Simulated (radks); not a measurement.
Spherical quantum dot in the effective-mass picture: electrons in a hard-walled sphere of radius 12.8, with a point charge +1 (a donor) at the centre, all in effective atomic units (hartree* = m*/eps^2 hartree, bohr* = eps/m* bohr), one dielectric constant everywhere. Method: non-relativistic Kohn-Sham, PBEsol, spin-polarised, spherical densities; computed with a radial shooting solver with Libxc functionals. Levels are named by radial order and angular momentum (1s, 1p, 1d, 2s, ...), and open shells are averaged over m.

N = 5, configuration 1s2 1p(up 2, down 0) 2s(up 1, down 0). This is the lowest configuration that the search found (a dilute case). Occupied levels:

| level | occupation | eigenvalue (hartree*) | <r> (bohr*) |
|---|---|---|---|
| 1s up | 1 | 0.33419 | 2.515 |
| 2s up | 1 | 0.37393 | 8.087 |
| 1s down | 1 | 0.37562 | 5.258 |
| 1p up | 2 | 0.38334 | 8.798 |

Energy (hartree*): total 0.238074, kinetic 0.71348, external -1.6212, Hartree 1.8107, exchange-correlation -0.66488.
